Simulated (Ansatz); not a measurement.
Total energies of `CN(C)c1ccc(-c2ccc(-c3ccc(C#N)[se]3)[se]2)[se]1` from Ansatz at PBE-D4/def2-TZVP, gas phase (1 Eh = 27.2114 eV = 2625.5 kJ/mol). The reference geometry is relaxed at r2SCAN-D4/def2-SVP.

```xyz
32

C     3.9650   -4.0858    0.1447
N     2.6548   -4.2570   -0.4418
C     2.2301   -5.5278   -0.9909
C     1.7617   -3.2322   -0.4268
C     0.4535   -3.2271   -0.9068
C    -0.2255   -1.9981   -0.7525
C     0.4700   -0.9614   -0.1515
C     0.0533    0.3732    0.1357
C     0.7702    1.4007    0.7423
C     0.0880    2.6244    0.8946
C    -1.2165    2.6628    0.4227
C    -2.1485    3.7479    0.4357
C    -3.4570    3.7738   -0.0407
C    -4.1450    4.9948    0.1072
C    -3.4216    6.0118    0.7120
C    -3.8412    7.3249    0.9904
N    -4.1714    8.4214    1.2304
Se   -1.6867    5.4269    1.1626
Se   -1.6814    0.9786   -0.3088
Se    2.2206   -1.5498    0.3038
H     4.5110   -3.2519   -0.3354
H     4.5533   -5.0014    0.0063
H     3.9042   -3.8728    1.2294
H     3.0635   -6.2397   -0.9466
H     1.3782   -5.9498   -0.4264
H     1.9186   -5.4215   -2.0454
H    -0.0103   -4.1018   -1.3648
H    -1.2581   -1.8649   -1.0907
H     1.8018    1.2613    1.0788
H     0.5571    3.4978    1.3583
H    -3.9172    2.8952   -0.5016
H    -5.1747    5.1474   -0.2242
```

| state | geometry | energy (Eh) |
| --- | --- | --- |
| charge 0 singlet | reference | -7891.30253 |
| charge 1 doublet | reference | -7891.07432 |
| charge -1 doublet | reference | -7891.34788 |
| free C atom (triplet) | – | -37.79597 |
| free N atom (quartet) | – | -54.53214 |
| free Se atom (triplet) | – | -2401.12489 |
| free H atom (doublet) | – | -0.49962 |

Single mean-field runs in def2-TZVP are fitted with def2-universal-jkfit.

(1) Work out the vertical ionisation energy to the doublet.

(2) Work out the vertical electron affinity, to the doublet.

(3) Give the fundamental gap IE − EA, the Mulliken electronegativity (IE + EA)/2 and the hardness (IE − EA)/2.

(4) What is the binding energy per atom against free atoms?

(1) E(charge 1 doublet) − E(charge 0 singlet) = -7891.07432 − (-7891.30253) = 0.22821 Eh = 6.21 eV. For comparison, −ε of the highest occupied level is 4.46 eV at this level, 1.75 eV less.

(2) E(charge 0 singlet) − E(charge -1 doublet) = -7891.30253 − (-7891.34788) = 0.04535 Eh = 1.23 eV. The basis lacks diffuse functions, which makes affinities too small.

(3) From the values in Eh: IE − EA = 0.22821 − 0.04535 = 0.18286 Eh = 4.98 eV; (IE + EA)/2 = 3.72 eV; (IE − EA)/2 = 2.49 eV. The HOMO–LUMO gap of the same run is 1.57 eV, 3.41 eV smaller than the fundamental gap.

(4) Atoms: 15 × (-37.79597) + 2 × (-54.53214) + 3 × (-2401.12489) + 12 × (-0.49962) = -7885.37394 Eh. Binding: -7885.37394 − (-7891.30253) = 5.92859 Eh = 161.33 eV, or 5.04 eV for each of 32 atoms (no zero-point energy, no counterpoise term).

At PBE-D4/def2-TZVP the highest occupied level of the charge -1 doublet lies above zero (up to 0.49 eV). By energy differences its removal costs 1.23 eV (vertical, to the charge 0 singlet, at PBE-D4/def2-TZVP); self-interaction error and the lack of diffuse functions both raise the level.
